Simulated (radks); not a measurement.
Rb+, 36 electrons, occupied as [Ar] 3d10 4s1.5 4p6 5p0.5 (fractional occupations, a model configuration).

Calculated with a radial shooting solver on a logarithmic mesh with Libxc functionals: Dirac Kohn-Sham, PBE, spin-unpolarised, spherical densities, finite nucleus; open shells are shared between the two j in proportion to 2j + 1; Fermi nuclear charge, rms radius 4.2036 fm.

Energy parts (eV):
part                       energy
total                  -81107.043
kinetic                 83415.513
electron-nucleus      -195475.348
Hartree                 33687.322
exchange-correlation    -2734.530

Orbitals (lengths in bohr, moments of r in powers of bohr; r(90%) holds 90 % of the orbital's charge):
[
 {"orbital": "1s1/2", "occ.": "2", "eigenvalue (eV)": "-15038.47", "r(90%)": "0.0721", "<r>": "0.04029", "small-component weight": "1.81e-02"},
 {"orbital": "2s1/2", "occ.": "2", "eigenvalue (eV)": "-2017.791", "r(90%)": "0.275", "<r>": "0.1776", "small-component weight": "3.61e-03"},
 {"orbital": "2p1/2", "occ.": "2", "eigenvalue (eV)": "-1831.092", "r(90%)": "0.249", "<r>": "0.1523", "small-component weight": "3.61e-03"},
 {"orbital": "2p3/2", "occ.": "4", "eigenvalue (eV)": "-1770.307", "r(90%)": "0.255", "<r>": "0.1563", "small-component weight": "3.51e-03"},
 {"orbital": "3s1/2", "occ.": "2", "eigenvalue (eV)": "-308.4568", "r(90%)": "0.758", "<r>": "0.5103", "small-component weight": "8.98e-04"},
 {"orbital": "3p1/2", "occ.": "2", "eigenvalue (eV)": "-241.5648", "r(90%)": "0.779", "<r>": "0.5115", "small-component weight": "8.45e-04"},
 {"orbital": "3p3/2", "occ.": "4", "eigenvalue (eV)": "-232.4307", "r(90%)": "0.794", "<r>": "0.5219", "small-component weight": "8.20e-04"},
 {"orbital": "3d3/2", "occ.": "4", "eigenvalue (eV)": "-115.4136", "r(90%)": "0.851", "<r>": "0.5226", "small-component weight": "7.03e-04"},
 {"orbital": "3d5/2", "occ.": "6", "eigenvalue (eV)": "-113.8619", "r(90%)": "0.857", "<r>": "0.5264", "small-component weight": "6.95e-04"},
 {"orbital": "4s1/2", "occ.": "1.5", "eigenvalue (eV)": "-41.4285", "r(90%)": "2.11", "<r>": "1.436", "small-component weight": "1.60e-04"},
 {"orbital": "4p1/2", "occ.": "2", "eigenvalue (eV)": "-25.7293", "r(90%)": "2.48", "<r>": "1.649", "small-component weight": "1.22e-04"},
 {"orbital": "4p3/2", "occ.": "4", "eigenvalue (eV)": "-24.7911", "r(90%)": "2.53", "<r>": "1.683", "small-component weight": "1.18e-04"},
 {"orbital": "4d3/2", "occ.": "0", "eigenvalue (eV)": "-5.7598", "r(90%)": "5.30", "<r>": "3.211", "small-component weight": "3.63e-05"},
 {"orbital": "4d5/2", "occ.": "0", "eigenvalue (eV)": "-5.7158", "r(90%)": "5.34", "<r>": "3.237", "small-component weight": "3.58e-05"},
 {"orbital": "5s1/2", "occ.": "0", "eigenvalue (eV)": "-7.5833", "r(90%)": "6.15", "<r>": "4.199", "small-component weight": "2.21e-05"},
 {"orbital": "5p1/2", "occ.": "0.166667", "eigenvalue (eV)": "-5.1002", "r(90%)": "7.73", "<r>": "5.291", "small-component weight": "1.41e-05"},
 {"orbital": "5p3/2", "occ.": "0.333333", "eigenvalue (eV)": "-5.0174", "r(90%)": "7.83", "<r>": "5.368", "small-component weight": "1.38e-05"}
]

The highest occupied level is 5p3/2 at -5.017 eV. The configuration is held as typed, so some empty levels lie below it. The density falls to 0.001 e/bohr^3 at r = 3.82 bohr. Summed over all electrons, <r^2> = 45.07 bohr^2, which gives a Langevin (diamagnetic) susceptibility term of -35.7 x 10^-6 cm^3/mol.
